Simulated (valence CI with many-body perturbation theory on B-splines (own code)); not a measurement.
**Which ion has this spectrum?**

A relativistic CI+MBPT calculation for an atom or ion with 6 electrons gives these levels (cm⁻¹):

```tsv
J	Parity	E	g
0	even	0	
1	even	13245	1.50
2	even	28229	1.48
2	even	96064	1.02
0	even	179180	
2	odd	250553	2.00
2	odd	458807	1.18
1	odd	459528	0.52
3	odd	461012	1.33
0	odd	537602	
1	odd	538241	1.48
2	odd	540139	1.48
2	odd	676851	1.00
1	odd	678096	1.96
```

The energies are calculated, with errors of perhaps 300 cm⁻¹, more in some levels.

Q: Which is it?
A. K13+
B. Sc15+
C. Cl11+
D. Ca14+

A: A. K13+, ground level 2s2 2p2 3P_0.
